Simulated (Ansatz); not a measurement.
`C=C[CH2][Al]([Cl])[Cl]` + NH₃ → `[NH2][Al]([Cl])[Cl]` + `C=CC` at 298.15 K and 1 bar (ligand exchange at the Al–C bond).

Computed with Ansatz on PBE0-D4/def2-TZVP structures; ΔE is electronic, products minus reactants. CCSD(T)/CBS is the MP2 limit (def2-TZVPP, def2-QZVPP) plus CCSD(T) − MP2 in def2-TZVPP, frozen cores. This one scheme is used for every species. One conformer a species, not always the lowest.

```json
{"species": "`C=C[CH2][Al]([Cl])[Cl]`", "CCSD(T)/CBS energy (Eh)": "-1278.87133", "H − E (kJ/mol)": "216.3", "S (J/(mol·K))": "381.8"}
{"species": "NH₃", "CCSD(T)/CBS energy (Eh)": "-56.50880", "H − E (kJ/mol)": "100.5", "S (J/(mol·K))": "192.4"}
{"species": "`[NH2][Al]([Cl])[Cl]`", "CCSD(T)/CBS energy (Eh)": "-1217.66844", "H − E (kJ/mol)": "94.5", "S (J/(mol·K))": "322.9"}
{"species": "`C=CC`", "CCSD(T)/CBS energy (Eh)": "-117.74610", "H − E (kJ/mol)": "222.5", "S (J/(mol·K))": "264.5"}
```

H − E and S are ideal-gas, rigid-rotor, harmonic terms from PBE0-D4/def2-TZVP, for one conformer and one mirror image of each species. 1 Eh = 2625.50 kJ/mol, R = 8.31446 J/(mol·K).

Task: By hand: ΔE, ΔH, ΔS and ΔG.

Result: ΔE = (-1217.66844) + (-117.74610) − (-1278.87133) − (-56.50880) = -0.03441 Eh = -90.3 kJ/mol. Δ(H − E) = 94.5 + 222.5 − 216.3 − 100.5 = 0.2, so ΔH = -90.1 kJ/mol. ΔS = 322.9 + 264.5 − 381.8 − 192.4 = 13.2 J/(mol·K). ΔG = -90.1 − 298.15 × (13.2)/1000 = -94.0 kJ/mol.

Task: By hand: the equilibrium constant, and the temperature at which ΔG would vanish if ΔH and ΔS stayed fixed.

Result: log₁₀ K = −ΔG/(RT ln 10) = 16.5. ΔH and −TΔS have one sign here, so there is no such temperature.

The number of gas molecules stays the same, so ΔS is small and ΔH decides. A doubt of 5 kJ/mol in ΔE shifts log₁₀ K by 0.9 here. Other conformers and mirror images would add mixing entropy, several J/(mol·K) or more a flexible species. These are equilibria of isolated gas molecules and say nothing of rates. Largest T1 diagnostic: 0.010 (customary marks: 0.02 for closed shells, 0.045 for open ones).
